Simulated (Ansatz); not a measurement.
A nudged elastic band was laid between two geometries of CH5FGe (8 atoms, charge 0, multiplicity 1).

Method: RKS PBE-D4/def2-SVP (Ansatz).

| Property | Result |
| --- | --- |
| movable images | 7 |
| climbing image | yes |
| spring | 5.0 eV/Å² |
| optimiser | quadratic models (default) |
| start path | through a guess of the saddle point |
| force threshold | 0.05 eV/Å |
| iteration limit | 60 |
| end points | relaxed |

First end point:

```xyz
8
Properties=species:S:1:pos:R:3
Ge 0.216 0.031 0.048
F -0.020 -0.080 1.795
H 1.745 0.197 -0.168
C -0.804 1.575 -0.575
H -1.882 1.430 -0.368
H -0.458 2.492 -0.059
H -0.663 1.705 -1.666
H -0.305 -1.309 -0.540
```

Last end point:

```xyz
8
Properties=species:S:1:pos:R:3
Ge 0.041 -0.219 -0.697
F 1.331 0.265 1.251
H 1.971 -0.097 0.648
C -0.943 1.530 -0.714
H -1.885 1.392 -1.289
H -1.235 1.827 0.314
H -0.358 2.342 -1.185
H -1.092 -0.999 0.139
```

(1) Which bonds break or form, and what moves?

(2) Give the energies along the band, and the barrier.

(3) What is the geometry of the highest image?

## Answers

(1) Bonds broken: Ge1–F2, Ge1–H3. Bonds formed: F2–H3. CH5FGe becomes CH4Ge + FH.

(2) It converged. The highest image is number 5 of 0 to 8, 2.35 eV above the first end and 0.36 eV above the last; the last end lies 1.99 eV above the first. Neighbouring images differ by up to 1.8 eV, so the band resolves the path poorly. A vibrational analysis at the climbing image gives one clearly imaginary mode, 1023i cm⁻¹: a first-order saddle point. The orbitals stay closed-shell, which can raise the energy where a bond breaks towards radicals; this wasn't checked here.

```
image  path coordinate (Å)  energy (eV)  Ge1–F2 (Å)  Ge1–H3 (Å)  F2–H3 (Å)
    0                 0.00         0.00        1.77        1.55       2.65
    1                 0.81         0.02        1.77        1.55       2.65
    2                 1.62         0.03        1.77        1.55       2.65
    3                 2.44         0.04        1.77        1.56       2.72
    4                 3.24         0.54        1.79        1.53       2.14
    5                 4.05         2.35        2.08        1.66       1.27
    6                 4.34         2.10        2.25        1.90       1.01
    7                 4.64         2.00        2.38        2.21       0.96
    8                 4.94         1.99        2.39        2.36       0.95
```

(3) 
```xyz
8
Properties=species:S:1:pos:R:3:forces:R:3
Ge 0.098 -0.131 -0.368 0.00 0.00 0.00
F 1.254 0.324 1.303 0.00 0.00 0.00
H 1.657 -0.159 0.205 0.00 0.00 0.00
C -0.895 1.544 -0.687 0.00 -0.01 0.01
H -1.717 1.359 -1.409 0.00 0.00 0.00
H -1.347 1.875 0.271 0.00 0.00 0.00
H -0.235 2.339 -1.079 0.00 0.00 0.00
H -0.985 -1.110 0.229 0.00 0.00 0.00
```

Run time: 2 min on 2 threads of Arm Neoverse V2 (shared host), peak memory 0.12 GiB.
